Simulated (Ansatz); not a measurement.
Geometry optimisation, RHF/def2-SVP (Ansatz).

Input file:

```yaml
crystal:
  periodic: [false, false, false]
  atoms:
    - { symbol: Ge, position_ang: [0.593755, -0.485395, -0.277298] }
    - { symbol: H, position_ang: [-0.828934, -0.393671, 2.086717] }
    - { symbol: Cl, position_ang: [1.815379, -0.042723, -1.991655] }
    - { symbol: F, position_ang: [0.091781, 1.054834, 0.282505] }
    - { symbol: Ge, position_ang: [-1.227623, -1.9925, -0.916202] }
    - { symbol: H, position_ang: [-1.988051, -2.444652, 0.326131] }
    - { symbol: H, position_ang: [-2.131424, -1.225156, -1.879005] }
    - { symbol: H, position_ang: [-0.556094, -3.171236, -1.617708] }
    - { symbol: Cl, position_ang: [1.941221, -1.30469, 1.250993] }
    - { symbol: H, position_ang: [-0.33891, -0.826709, 2.359822] }
basis:
  gaussian: { orbitals: def2-SVP }
hamiltonian:
  xc: hf
relax:
  f_tol: 0.03
  max_steps: 50
```

Run as:

```bash
$ ansatz run input.yaml --threads 4 --pin off --max-ram 5120MiB --backend cpu --events-out ev --progress --plain --runs-dir out
```

Question: Where does it end, and by what steps?

Answer: The run converged. The force dipped under the threshold on the way, but the program's further checks kept it going. After 8 steps the energy has fallen by 0.258 eV; H2 moved furthest, 0.98 Å.

```tsv
step	energy less start (eV)	largest force component (eV/Å)	accepted
0	0.0000	1.250	yes
1	-0.1553	0.191	yes
2	-0.2104	0.112	yes
3	-0.2381	0.107	yes
4	-0.2534	0.065	yes
5	-0.2563	0.051	yes
6	-0.2572	0.045	yes
7	-0.2578	0.013	yes
8	-0.2580	0.015	yes
```

```xyz
10
Properties=species:S:1:pos:R:3
Ge 0.745 -0.544 -0.568
H -1.200 -0.203 2.974
Cl 1.892 0.001 -2.299
F 0.201 0.941 0.100
Ge -1.138 -2.017 -1.086
H -1.830 -2.379 0.225
H -2.076 -1.254 -2.020
H -0.570 -3.258 -1.771
Cl 2.095 -1.357 0.889
H -0.748 -0.763 3.179
```

Whether the end is a true minimum wasn't checked by a vibrational analysis.

Time of the run: 22 s on 4 threads of Arm Neoverse V1, with other jobs on the host, peak memory 0.41 GiB.
